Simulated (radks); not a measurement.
Values are calculated unless marked as measured or tabulated.
Problem. Ionisation of the argon ion Ar+, [Ne] 3s2 3p5, to Ar2+, [Ne] 3s2 3p4, under several functionals. Scalar-relativistic Kohn-Sham, spin-polarised, spherical densities, finite nucleus; open shells are filled with parallel spins first; a radial shooting solver on a logarithmic mesh with Libxc functionals. Known Delta-SCF values: exchange-only r2SCAN 26.637 eV; SCAN 27.799 eV; TASK exchange with Perdew-Wang LDA correlation 28.178 eV. What does MS2 meta-GGA give, and what is its highest occupied eigenvalue?

Solution. 27.743 eV by Delta-SCF; the 3p eigenvalue is -21.735 eV. NIST: 27.630 eV (measured).
